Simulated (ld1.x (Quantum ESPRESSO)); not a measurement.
# Configuration tests for silver (Ag) (TM)

```
Element                 : Ag
Generator               : ld1.x (Quantum ESPRESSO) 7.5
Type                    : norm-conserving Troullier–Martins (Kleinman–Bylander form)
Functional              : BLYP
Relativity              : scalar-relativistic
Frozen core             : [Ar] 3d10
Valence charge          : 19
Reference configuration : 4s2 4p6 4d10 5s0.75 5p0.25
Partial waves           : 4s (bound): rc 1.05 bohr; 4p (bound): rc 1.70 bohr; 4d (bound): rc 1.25 bohr
Local potential         : the d channel
Core correction         : Bessel-smoothed model core inside 1.05 bohr
```

Occupied shells without a wave of their own: 5p, 5s. They enter only through the test configuration that unscreens the potential, and ld1.x also counts them in the model core charge.

Energies are relative to the spin-unpolarised reference configuration 4s2 4p6 4d10 5s0.75 5p0.25; without spin polarisation the order of configurations can differ from experiment.

ld1.x takes every shell without a wave as core, so the model core holds the 5p, 5s electrons as well and exchange and correlation see them twice. This cancels in the reference configuration, but the file is broken for other ones, and its errors say nothing about a proper core correction.

```tsv
valence configuration	charge	ΔE all-electron (eV)	error AE − PS (meV)
4s2 4p6 4d10 5s1 5p0	0	-0.932	+1.6
4s2 4p6 4d10 5s0 5p0	+1	6.939	-129
4s2 4p6 4d9 5s0 5p0	+2	28.980	-249
4s2 4p6 4d10 5s0.5 5p0	+0.5	2.125	-45
4s2 4p6 4d8 5s0 5p0	+3	65.063	-379
4s2 4p6 4d9 5s1 5p1	0	7.491	+47
4s2 4p6 4d7 5s0 5p0	+4	116.638	-502
```
